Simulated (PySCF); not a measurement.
**Radial density of Os⁺ (osmium, charge +1)**

UHF, [Xe] 4f14 5d6 6s1, high-spin 6D determinant. Computed with PySCF 2.14 in cc-pVTZ-PP with ECP60MDF, with a scalar-relativistic core potential. This is the valence pseudo-density: the core potential removes the inner electrons and smooths the orbitals near the nucleus.

```tsv
r (bohr)	4πr²ρ (e/bohr)	4πr²(ρα − ρβ)
0.134	1.800e-05	0.0000
0.225	0.0007193	0.0001
0.379	0.07478	0.0070
0.638	3.929	0.3085
1.07	12.90	2.2898
1.80	5.147	2.5001
3.04	0.9563	0.7289
5.11	0.05422	0.0467
8.59	0.0004899	0.0005
```

Energies and moments cover only the electrons outside the core potential. Spin-orbit coupling, absent here, splits the open shell strongly.
